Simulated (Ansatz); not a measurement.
Calculation: frozen-core CCSD(T)/cc-pVDZ // PBE-D3(BJ)/def2-SVP (Ansatz, a quantum-chemistry and plane-wave program).

Ansatz 0.2 input:
```yaml
crystal:
  periodic: [false, false, false]
  atoms:
    - { symbol: O, position_ang: [-1.64065, -1.967459, 0.987219] }
    - { symbol: C, position_ang: [-1.555277, -1.150936, 0.087783] }
    - { symbol: C, position_ang: [-0.77652, 0.144111, 0.143912] }
    - { symbol: Si, position_ang: [-2.11335, 1.495001, 0.494274] }
    - { symbol: C, position_ang: [0.252687, 0.148582, 1.295784] }
    - { symbol: C, position_ang: [1.458518, -0.752424, 0.986201] }
    - { symbol: C, position_ang: [2.103408, -0.39875, -0.359129] }
    - { symbol: C, position_ang: [1.079211, -0.46367, -1.498276] }
    - { symbol: C, position_ang: [-0.123976, 0.452121, -1.226651] }
    - { symbol: H, position_ang: [-2.114334, -1.304287, -0.889463] }
    - { symbol: H, position_ang: [-1.42225, 2.831194, 0.461626] }
    - { symbol: H, position_ang: [-2.733809, 1.271849, 1.843925] }
    - { symbol: H, position_ang: [-3.182475, 1.466842, -0.564463] }
    - { symbol: H, position_ang: [-0.245424, -0.191327, 2.226168] }
    - { symbol: H, position_ang: [0.606537, 1.189025, 1.469985] }
    - { symbol: H, position_ang: [2.201471, -0.675096, 1.807247] }
    - { symbol: H, position_ang: [1.118525, -1.810034, 0.969601] }
    - { symbol: H, position_ang: [2.527404, 0.630157, -0.308503] }
    - { symbol: H, position_ang: [2.956684, -1.076923, -0.569317] }
    - { symbol: H, position_ang: [1.548908, -0.189075, -2.466023] }
    - { symbol: H, position_ang: [0.721687, -1.512338, -1.610065] }
    - { symbol: H, position_ang: [-0.878529, 0.350917, -2.037465] }
    - { symbol: H, position_ang: [0.211551, 1.512524, -1.244373] }
basis:
  gaussian: { orbitals: cc-pVDZ }
correlation:
  method: ccsd_t
```

Output:

```
Functional definition: HF
1831 factors; integrals over basis functions are off by at most 1.0e-3 eV
mean field evaluation 1: about -17328.1324 eV, gradient 4.6e1 eV
mean field evaluation 2: about -17328.4825 eV, gradient 4.6e1 eV
mean field evaluation 4: about -17334.4971 eV, gradient 7.0e0 eV
mean field evaluation 8: about -17334.6603 eV, gradient 5.6e-1 eV
mean field evaluation 16: about -17334.6632 eV, gradient 2.4e-6 eV
mean field -17334.66322365 eV, -637.0371236126 hartree, gradient 2.4e-6 eV, S^2 0.000000; 0 other end points of the search recorded, 0 dependent functions left out
13 core orbitals not correlated
reference -17334.66322365 eV, -637.0371236126 hartree; 26, 26 occupied and 161, 161 virtual orbitals, 1831 factors
second order -34.59055695 eV of doubles, -0.00000000 eV of singles
cycle   1  -35.92275998 eV  change    -1.3e0 eV  update   1.4e-1
cycle   2  -36.93468290 eV  change    -1.0e0 eV  update   4.3e-2
cycle   3  -37.18618021 eV  change   -2.5e-1 eV  update   2.3e-2
cycle   4  -37.18308364 eV  change    3.1e-3 eV  update   5.5e-3
cycle   5  -37.18324727 eV  change   -1.6e-4 eV  update   2.4e-3
cycle   6  -37.18377569 eV  change   -5.3e-4 eV  update   7.0e-4
cycle   7  -37.18324170 eV  change    5.3e-4 eV  update   2.8e-4
cycle   8  -37.18311998 eV  change    1.2e-4 eV  update   8.7e-5
cycle   9  -37.18315066 eV  change   -3.1e-5 eV  update   3.6e-5
perturbative correction -1.28211225 eV, -0.0471167560 hartree
Total energy: -17373.12848656 eV, -638.4506959516 hartree
```

Cost: roughly 7 core-minutes.
